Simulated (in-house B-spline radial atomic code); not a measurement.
Values are calculated unless marked as measured or tabulated.
## Stopping and range of 5 keV Sn in Si

The pair potential comes from two frozen, spherical free-atom densities (PBE, B-spline radial code, scalar-relativistic past argon): electrostatics plus the change in Thomas-Fermi kinetic and Dirac exchange energy where they overlap, the recipe behind the universal ZBL potential, which averages such potentials (from solid-state densities) over many pairs. It is written V = (Z1 Z2 e²/r) φ(r/a), with e² = 14.3996 eV·Å and a = 0.46850 Å/(Z1^0.23 + Z2^0.23); ZBL's fit is φ = 0.18175 e^(−3.1998x) + 0.50986 e^(−0.94229x) + 0.28022 e^(−0.4029x) + 0.02817 e^(−0.20162x). Where φ falls below 4e-4 it is continued as an exponential.

The target is taken as amorphous, with density 2.329 g/cm³ (NSM archive of the Ioffe Institute); channelling is ignored. Masses: Sn 118.71, Si 28.09 u. Nuclear stopping is S_n = 4π a Z1 Z2 e² M1/(M1 + M2) × s_n(ε), with s_n integrated over impact parameters for each pair. Electronic stopping is Lindhard and Scharff's S_e = Z1^(1/6) 8π e² a0 Z1 Z2/(Z1^(2/3) + Z2^(2/3))^(3/2) × v/v0, with a0 = 0.529177 Å and v = v0 at 24.801 keV/u; it misses the oscillations with Z1 seen in experiment, which reach tens of per cent. Compounds add by atom fraction.

```csv
target atom,a (Å),ε at this energy,"s_n, this pair","s_n, ZBL potential"
Si,0.10911,0.01036,0.1725,0.1661
```

What are the atom density and the stopping powers at entry?

N = 2.329 × 0.602214/28.09 = 0.04993 atoms/Å³. For Si: S_n = 11180 × 0.1725 = 1927 eV·Å², S_e = 1.7576 × √5000 = 124.3 eV·Å². Averaged over the target's atoms and times N × 10 Å/nm, the ion loses N S_n = 962 eV/nm to recoils and N S_e = 62.1 eV/nm to electrons; the nuclear share is 94 %.

Along the track:

```json
{"E (keV)": "0.25", "N S_n (eV/nm)": "226", "N S_e (eV/nm)": "13.9"}
{"E (keV)": "0.75", "N S_n (eV/nm)": "403", "N S_e (eV/nm)": "24"}
{"E (keV)": "1.5", "N S_n (eV/nm)": "567", "N S_e (eV/nm)": "34"}
{"E (keV)": "2.5", "N S_n (eV/nm)": "719", "N S_e (eV/nm)": "43.9"}
{"E (keV)": "3.75", "N S_n (eV/nm)": "857", "N S_e (eV/nm)": "53.7"}
{"E (keV)": "5", "N S_n (eV/nm)": "962", "N S_e (eV/nm)": "62.1"}
```

Estimate the path length and the projected range.

With continuous slowing down the path is the integral of dE/(N (S_n + S_e)). Trapezoids over the table give 7.42 nm, and the stretch below the first row, with stopping taken as √E, adds 2E/(N S) = 2.1 nm: 9.51 nm in all, against 9.3 nm on a fine grid from 5 eV. Deflections shorten the depth: to first order in the energy passed on, N (S_n + S_e) dR_p/dE = 1 − N S_n (M2/M1) R_p/(2E), summed over the target's atoms, and integrating this on the fine grid gives R_p = 7.66 nm, 0.82 of the path. Lindhard's rule of thumb R/(1 + M2/3M1), with mean M2/M1 = 0.24, gives 8.62 nm. On the ZBL potential the same equation gives 7.89 nm, and the full integral equation, which keeps hard collisions, 7.92 nm.
